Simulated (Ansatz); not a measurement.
**Strength of the Ge–H bond: GeH2(CH3)(SeH) → GeH(CH3)(SeH) + H**

Species: GeH2(CH3)(SeH), singlet; GeH(CH3)(SeH), doublet; H atom, doublet. 

Shapes, held fixed at every level: PBE0-D4/def2-TZVP. Flexible molecules stand in one conformer, not always the lowest. Programs: Ansatz 0.2.0. The zero-point and thermal change to 298 K, harmonic and unscaled (PBE0-D4/def2-TZVP), is -17.4 kJ/mol.

Estimate ΔH(298 K) of this reaction.

The highest level, CCSD(T)/def2-TZVPP, gives ΔH(298 K) = +346.8 kJ/mol; the levels span +267.2 to +346.8. The column of differences is taken from that level and isn't an error. Hartree–Fock misses the correlation of the pair that is broken and comes out low. No measured value is set beside it here. Open shells run unrestricted. Relativity is left out for Ge, Se. Outer-core shells of Ge, Se are correlated, in sets that cover them unevenly.

```csv
level,kind,ΔH(298 K) (kJ/mol),less CCSD(T)/def2-TZVPP
MP2/def2-TZVPP,perturbation theory,+338.6,-8.2
HF/def2-TZVPP,Hartree–Fock,+267.2,-79.6
PBE-D4/def2-TZVPP,GGA,+321.2,-25.6
BHLYP-D4/def2-TZVPP,global hybrid,+340.0,-6.8
B2PLYP/def2-TZVPP,double hybrid,+337.8,-9.0
CCSD/def2-TZVPP,coupled cluster or CI,+346.8,0.0
CCSD(T)/def2-TZVPP,coupled cluster or CI,+346.8,0.0
```
